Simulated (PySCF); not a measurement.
Computed IR spectrum (relative IR intensity) of a molecule C5H5Cl. Geometry optimised at PBE0-D3(BJ)/def2-SVP. The values are those of a single conformer. Computed with PBE0-D3(BJ)/def2-SVP (PySCF). Frequencies are harmonic and unscaled.

Lines under 2 % of the strongest are left out, and lines within 2 cm⁻¹ are merged.

ν (cm⁻¹): 101 (vw), 155 (w), 304 (vw), 349 (vw), 521 (vw), 590 (vw), 626 (m), 799 (s), 900 (s), 1025 (w), 1027 (vw), 1059 (m), 1252 (vs), 1382 (vw), 1403 (w), 1439 (m), 1697 (s), 2370 (s), 3052 (m), 3144 (vw), 3189 (vw) (against the strongest line: vs over 80 %, s over 45 %, m over 15 %, w over 4 %, vw less)

### Question
Which molecule gave these data?
A) ClC1=CC=CC1
B) C=C(Cl)C#CC
C) C#C/C(C)=C/Cl
D) CC#C/C=C\Cl

### Answer
B, C=C(Cl)C#CC
